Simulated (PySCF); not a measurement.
C2H6N2OSi, SMILES N[Si@@H]1COC=N1. Atoms are numbered in the order given.

```xyz
12

N      2.1274     0.2009     0.6465
Si     0.7292     0.3947    -0.3393
C     -0.8228     0.9571     0.6431
O     -1.7751    -0.1117     0.4161
C     -1.2675    -1.0788    -0.3935
N     -0.1017    -1.0657    -0.8964
H      2.1186    -0.4335     1.4400
H      3.0495     0.2365     0.2231
H      1.1379     1.2755    -1.4627
H     -1.2756     1.8965     0.2886
H     -0.6617     1.0493     1.7294
H     -2.0144    -1.8735    -0.5460
```

Geometry: B3LYP-D3(BJ)/def2-SVP. The structure was generated by enumeration; whether it is a known compound was not checked. One conformer was computed; it need not be the lowest.

All values below come from PBE/def2-TZVP (PySCF).

Atomic charges (e):

```json
[
 {"atom": "N1", "Löwdin": "-0.24", "meta-Löwdin": "-0.71"},
 {"atom": "Si2", "Löwdin": "0.13", "meta-Löwdin": "0.88"},
 {"atom": "C3", "Löwdin": "-0.39", "meta-Löwdin": "-0.29"},
 {"atom": "O4", "Löwdin": "0.24", "meta-Löwdin": "-0.31"},
 {"atom": "C5", "Löwdin": "-0.39", "meta-Löwdin": "0.20"},
 {"atom": "N6", "Löwdin": "-0.02", "meta-Löwdin": "-0.54"},
 {"atom": "H7", "Löwdin": "0.16", "meta-Löwdin": "0.24"},
 {"atom": "H8", "Löwdin": "0.16", "meta-Löwdin": "0.24"},
 {"atom": "H9", "Löwdin": "-0.03", "meta-Löwdin": "-0.11"},
 {"atom": "H10", "Löwdin": "0.13", "meta-Löwdin": "0.14"},
 {"atom": "H11", "Löwdin": "0.13", "meta-Löwdin": "0.13"},
 {"atom": "H12", "Löwdin": "0.13", "meta-Löwdin": "0.13"}
]
```

Computed Mayer and Wiberg (Löwdin basis) orders of the bonds:
| bond | Mayer | Wiberg |
|---|---|---|
| N1–Si2 | 1.22 | 1.56 |
| Si2–C3 | 0.95 | 1.04 |
| C3–O4 | 0.94 | 1.36 |
| O4–C5 | 1.18 | 1.70 |
| Si2–N6 | 1.10 | 1.24 |
| C5–N6 | 1.90 | 2.31 |
| N1–H7 | 0.91 | 0.95 |
| N1–H8 | 0.92 | 0.95 |
| Si2–H9 | 0.93 | 0.89 |
| C3–H10 | 0.94 | 0.89 |
| C3–H11 | 0.94 | 0.89 |
| C5–H12 | 0.94 | 0.87 |
